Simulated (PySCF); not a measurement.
Run record: excited-state job, `C[C@H]1CP(C)[C@@H]1CC`.

Method: TDDFT CAM-B3LYP/def2-SVPD, vertical, gas phase, core orbitals frozen in the response (PySCF 2.14.0, density-fitted response routines). Geometry: PBE0-D3(BJ)/def2-SVP. A driver script takes a list of jobs; this job's settings line and coordinates (Å) are shown.

Command:
```bash
OMP_NUM_THREADS=1 python probes_run.py task.json out
```

Input:
```
{"job": {"kind": "uv", "xc": "CAM-B3LYP", "basis": "def2-SVPD", "ip": true}, "charge": 0, "multiplicity": 1}
C      2.671704     0.568205     0.460746
C      1.762563    -0.460805    -0.190968
C      0.292374    -0.153423     0.003077
C     -0.753761    -1.042284    -0.704648
C     -1.182183    -2.309814     0.007578
C     -1.814096     0.058747    -0.901134
P     -0.455411     1.353976    -0.849975
C     -0.950463     2.456675     0.548446
H      2.488983     0.634424     1.545550
H      2.497415     1.569570     0.033231
H      3.735615     0.326533     0.314922
H      1.976300    -0.512725    -1.272980
H      1.981361    -1.466283     0.213181
H      0.051558    -0.102362     1.081916
H     -0.346395    -1.308129    -1.697488
H     -1.953476    -2.850203    -0.564388
H     -1.600600    -2.078206     1.000568
H     -0.331706    -2.995126     0.152227
H     -2.433514    -0.000456    -1.807790
H     -2.474753     0.138205    -0.021263
H     -1.372491     1.900501     1.400574
H     -0.069821     3.021567     0.892744
H     -1.694508     3.187144     0.194279
```

Q: Give the output.

A: 
```
coarse grid: 18528 points
cycle   1  E = -616.5296327283  dE =  8.120e-01  |g| = 3.385e-01  |ddm| = 8.119e+00
cycle   2  E = -616.5469375344  dE = -1.730e-02  |g| = 2.607e-01  |ddm| = 1.231e+00
cycle   3  E = -616.5645856601  dE = -1.765e-02  |g| = 3.913e-02  |ddm| = 5.064e-01
cycle   4  E = -616.5649540111  dE = -3.684e-04  |g| = 1.960e-02  |ddm| = 1.242e-01
cycle   5  E = -616.5650581364  dE = -1.041e-04  |g| = 3.400e-03  |ddm| = 4.725e-02
cycle   6  E = -616.5650612579  dE = -3.121e-06  |g| = 1.018e-03  |ddm| = 1.211e-02
final grid: 170968 points
cycle   7  E = -616.6633177322  dE = -5.041e-05  |g| = 3.828e-03  |ddm| = 1.663e-01
cycle   8  E = -616.6633187602  dE = -1.028e-06  |g| = 3.431e-03  |ddm| = 2.124e-02
cycle   9  E = -616.6633217911  dE = -3.031e-06  |g| = 1.919e-04  |ddm| = 6.122e-03
cycle  10  E = -616.6633218009  dE = -9.876e-09  |g| = 1.459e-04  |ddm| = 1.212e-03
cycle  11  E = -616.6633218067  dE = -5.738e-09  |g| = 2.178e-05  |ddm| = 3.703e-04
cycle  12  E = -616.6633218068  dE = -1.646e-10  |g| = 9.667e-06  |ddm| = 9.880e-05
converged SCF energy = -616.6633218068

Static polarisability (au): isotropic 109.062, principal 94.478 112.999 119.708

Singlet excitations
state   eV       nm        f      main configurations
  1   6.0637    204.5   0.07864   H->L+2 0.49, H->L+1 0.14, H->L+4 0.11
  2   6.2754    197.6   0.05621   H->L 0.40, H->L+1 0.35, H->L+4 0.08
  3   6.6965    185.1   0.01279   H->L 0.48, H->L+5 0.19, H->L+1 0.16
  4   6.9041    179.6   0.09299   H->L+3 0.77
  5   7.2261    171.6   0.02773   H->L+4 0.52, H->L+1 0.21
  6   7.3655    168.3   0.00774   H->L+5 0.51, H->L+2 0.26
  7   7.8573    157.8   0.00302   H->L+8 0.16, H->L+6 0.14, H-1->L+2 0.12
  8   7.9014    156.9   0.00625   H->L+7 0.29, H-2->L+2 0.20, H->L+8 0.09
  9   7.9288    156.4   0.02869   H->L+6 0.36, H->L+7 0.26
 10   8.0270    154.5   0.01509   H->L+7 0.15, H->L+6 0.15, H->L+8 0.13

Triplet excitations (Tamm-Dancoff, eV): 4.9116 5.4192 6.4603 6.7254
Vertical ionisation energy (delta-SCF) = 8.2848 eV
```

The SCF starts on a coarse grid where the log names one; the energy can jump when the final grid takes over, and dE then counts from the start density on the new grid. H and L stand for HOMO and LUMO; the number after each pair is its weight.

Q: How does the lowest singlet excitation compare with the HOMO–LUMO gap?

A: HOMO -7.63 eV and LUMO 1.43 eV give a gap of 9.06 eV; S1 at 6.06 eV lies 3.00 eV below it.

Q: Which computed singlet has the largest oscillator strength, and what do all of them sum to?

A: State 4 at 6.90 eV (180 nm), f = 0.093; the 10 states sum to 0.329.

Main results: HOMO -7.63 eV, LUMO 1.43 eV; lowest singlet 6.06 eV; lowest triplet 4.91 eV (Tamm–Dancoff); mean polarisability 109.1 au.

Q: Estimate the wall time. Hardware: one thread of an Arm Neoverse N1, no GPU, on a shared host. And the peak memory of the process?

A: About 5.7 min (density and orbital grids were written too), with 1.4 GiB resident at the peak, the Python interpreter and its libraries included.

One conformer stands for the species.
Labels such as C1 count atoms from 1, the log's own numbers from 0.
